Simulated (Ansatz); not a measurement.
```yaml
crystal:
  periodic: [false, false, false]
  atoms:
    - {symbol: C, position_ang: [-0.713836, 0.227746, 0.534397]}
    - {symbol: C, position_ang: [0.101531, -0.112615, 0.238878]}
    - {symbol: B, position_ang: [0.783199, 0.381509, -0.301547]}
    - {symbol: O, position_ang: [1.041639, -0.368768, -0.847079]}
    - {symbol: B, position_ang: [0.281700, -0.729296, -0.564520]}
    - {symbol: H, position_ang: [-0.757950, 0.770417, 1.104486]}
    - {symbol: H, position_ang: [-1.122736, -0.242000, 0.773973]}
    - {symbol: H, position_ang: [-1.009541, 0.628114, -0.043938]}
    - {symbol: H, position_ang: [0.462571, -0.503839, 0.807580]}
    - {symbol: H, position_ang: [1.014521, 0.998773, -0.410783]}
    - {symbol: H, position_ang: [-0.081143, -1.235400, -1.013950]}
basis:
  gaussian: {orbitals: aug-pcseg-2, point_charges: [{charge: 0.50, position_ang: [4.623, -0.074, -0.698]}]}
hamiltonian: {xc: {name: BHLYP}, dispersion: d4}
output: {forces: true}
```

```sh
$ ansatz run in.yaml --threads 2 --pin off --events-out ev --progress --plain --max-ram 4352MiB
```

Shortened log:

```
Functional definition: BHLYP
1515 factors; their error is unknown
mean field evaluation 1: about -5436.4786 eV, gradient 1.6e2 eV
mean field evaluation 2: about -5281.6385 eV, gradient 2.5e2 eV
mean field evaluation 4: about -5476.6168 eV, gradient 1.4e1 eV
mean field evaluation 8: about -5476.9165 eV, gradient 3.2e-1 eV
mean field evaluation 16: about -5476.9703 eV, gradient 1.7e-4 eV
mean field -5476.97025277 eV, -201.2749443653 hartree, gradient 1.8e-5 eV, S^2 0.000000; 0 other end points of the search recorded, 4 dependent functions left out
reference -5476.97043838 eV, -201.2749511864 hartree; 18, 18 occupied and 346, 346 virtual orbitals, 1515 factors
Total energy: -5477.21198938 eV, -201.2838280222 hartree
Atom 0 at    -0.713836     0.227746     0.534397 Å, force   -36.830416    41.090439    14.673556 eV/Å
Atom 1 at     0.101531    -0.112615     0.238878 Å, force    15.961405   -18.122823    34.571108 eV/Å
Atom 2 at     0.783199     0.381509    -0.301547 Å, force     7.540708    22.778028     9.358623 eV/Å
Atom 3 at     1.041639    -0.368768    -0.847079 Å, force   108.711450   -11.817544   -71.202914 eV/Å
Atom 4 at     0.281700    -0.729296    -0.564520 Å, force   -55.300427   -48.048908     4.586122 eV/Å
Atom 5 at    -0.757950     0.770417     1.104486 Å, force    -1.177872    17.824982    18.940451 eV/Å
Atom 6 at    -1.122736    -0.242000     0.773973 Å, force   -36.481614   -38.060386    19.303360 eV/Å
Atom 7 at    -1.009541     0.628114    -0.043938 Å, force   -15.156830    15.529280   -21.359557 eV/Å
Atom 8 at     0.462571    -0.503839     0.807580 Å, force    13.000354   -13.530348    18.801431 eV/Å
Atom 9 at     1.014521     0.998773    -0.410783 Å, force    17.772331    54.117659    -9.288269 eV/Å
Atom 10 at    -0.081143    -1.235400    -1.013950 Å, force   -17.998980   -21.759416   -18.342170 eV/Å
Dipole moment:    -0.105061    -0.043197     0.237267 e Å
```

In this input the geometry is squeezed to about two thirds of its size. The run converged. The result belongs to that input, not to the molecule as meant.
